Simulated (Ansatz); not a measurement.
Start from `[SH][Cd][SH]` and change one atom or group to get `[OH][Cd][SH]`.

Ansatz, PBE0-D4/def2-TZVP geometries, multiplicity 1. Each molecule was computed in one conformer, which needn't be the lowest.

Elements past krypton have def2 core potentials.

| property | `[SH][Cd][SH]` |
| --- | --- |
| LUMO energy (PBE0/def2-TZVPP) / eV | -1.39 |
| HOMO–LUMO gap (PBE/def2-TZVPP) / eV | 3.97 |
| HOMO energy (ωB97M-V/def2-TZVPP) / eV | -9.54 |
| HOMO–LUMO gap (B3LYP/def2-TZVPP) / eV | 5.43 |
| HOMO–LUMO gap (ωB97M-V/def2-TZVPP) / eV | 9.85 |
| HOMO–LUMO gap (PBE0/def2-TZVPP) / eV | 5.97 |

(1) Give the same properties after the change, and the shifts. (An estimate is asked.)

Results:

(1) The calculation gave: 
| property | `[OH][Cd][SH]` | shift |
| --- | --- | --- |
| LUMO energy (PBE0/def2-TZVPP) / eV | -1.40 | -0.01 |
| HOMO–LUMO gap (PBE/def2-TZVPP) / eV | 3.90 | -0.07 |
| HOMO energy (ωB97M-V/def2-TZVPP) / eV | -9.54 | 0.00 |
| HOMO–LUMO gap (B3LYP/def2-TZVPP) / eV | 5.40 | -0.03 |
| HOMO–LUMO gap (ωB97M-V/def2-TZVPP) / eV | 9.83 | -0.02 |
| HOMO–LUMO gap (PBE0/def2-TZVPP) / eV | 5.96 | -0.01 |

B3LYP here is the variant with VWN-RPA as its local correlation; programs differ in this.
